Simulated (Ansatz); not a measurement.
# A ladder of methods for SiH2Br− (SMILES [SiH2-]Br)

The species is SiH2Br− (4 atoms), meant as a singlet with charge -1. SMILES: `[SiH2-]Br`. The coordinates come from a GFN2-xTB relaxation.

```xyz
4

Si   -0.1920   -0.3430   -0.6194
Br    1.6877   -0.2714    0.9111
H    -1.2099   -0.5300    0.4614
H    -0.2858    1.1444   -0.7531
```

Each level gives the energy change with the Si1–H3 bond stretched from 1.496 to 3.741 Å (eV). The values are calculated.

```tsv
level	kind	program	value (eV)	less FCI/STO-3G	CPU time (all runs)
HF/STO-3G (restricted)	Hartree–Fock	Ansatz	7.45	+2.73	0.61 s
SVWN5/STO-3G (restricted)	LDA	Ansatz	5.26	+0.54	1.8 s
BLYP/STO-3G (restricted)	GGA	Ansatz	4.72	0.00	2.8 s
r2SCAN0/STO-3G (restricted)	hybrid meta-GGA	Ansatz	5.95	+1.23	7.3 s
wB97M-V/STO-3G (restricted)	range-separated hybrid	Ansatz	6.37	+1.65	37 s
RPA@PBE/STO-3G (restricted)	RPA	Ansatz	4.28	-0.44	4.5 s
MP2/STO-3G (restricted)	perturbation theory	Ansatz	6.05	+1.33	0.57 s
BCCD(T)/STO-3G (restricted)	coupled cluster or CI	Ansatz	4.70	-0.02	0.95 s
FCI/STO-3G	exact in the basis	Ansatz	4.72	0.00	1.9 s
```

FCI/STO-3G is exact within its basis and frozen core, so for wave-function methods in that basis the difference is their error; functionals converge differently with the basis, so for them it is only a difference. A spin-restricted reference rises too steeply as a bond breaks; here HF/STO-3G, SVWN5/STO-3G, r2SCAN0/STO-3G, wB97M-V/STO-3G, MP2/STO-3G lie well above the multireference or unrestricted value. All-electron rows without a relativistic Hamiltonian named are non-relativistic. Sets without diffuse functions describe the anion poorly. The first shape isn't each level's own minimum. The values span 4.28 to 7.45 eV. All rows use very small basis sets, so none should be taken for the real molecule's value. In the correlated wave-function rows the outer d shell of Br is correlated, in sets not made for it. In so small a basis fixed costs decide the times, and correlated methods can beat functionals. Times are those of the runs behind each value, whatever else they computed, on shared processors of several kinds: orders of magnitude only.
